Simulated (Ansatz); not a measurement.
A run for Ansatz (a program for electronic structure): R-CCSD(T)/aug-cc-pV(T+d)Z on F2Si (SMILES F[Si]F), atoms moved off the minimum. Files ending in .json are basis or fitting sets from the Basis Set Exchange.

Ansatz 0.2 input:
```yaml
crystal:
  periodic: [false, false, false]
  atoms:
    - {symbol: Si, position_ang: [0.04385057, 0.13032170, 0.58380466]}
    - {symbol: F, position_ang: [0.94623745, -0.76575472, -0.48839466]}
    - {symbol: F, position_ang: [-1.02873553, 0.63695452, -0.37185966]}
basis:
  gaussian:
    orbitals: aug-cc-pV_T+d_Z.json
magnetization: {spin_polarized: false}
correlation: {method: ccsd_t, electrons: outside_noble_gas}
scf: {lower_state_search: off}
output: {forces: true}
```

The head of its log:

```
Functional definition: HF
[...]
these checks for a lower state are left out or cut short: starts, cluster_reference, orbital_swaps, neighbouring_geometries, increment
integrals: 0.33 GiB planned
914 factors; integrals over basis functions are off by at most 8.3e-4 eV
mean field: 0.31 GiB planned
mean field evaluation 1: about -13276.9087 eV, gradient 3.8e1 eV
mean field evaluation 2: about -13276.9097 eV, gradient 3.8e1 eV
mean field evaluation 4: about -13279.2272 eV, gradient 1.9e0 eV
mean field evaluation 8: about -13279.2462 eV, gradient 2.9e-4 eV
mean field -13279.24615687 eV, -488.0032952688 hartree, gradient 2.2e-6 eV, S^2 0.000000; 0 other end points of the search recorded, 0 dependent functions left out
7 core orbitals not correlated
reference -13279.24615687 eV, -488.0032952688 hartree; 9, 9 occupied and 131, 131 virtual orbitals, 914 factors
densities: 1.51 GiB planned
```

### Question
Give the final energy of this run.

### Answer
-488.6470 hartree (reference determinant -488.0033, T1 diagnostic 0.015).
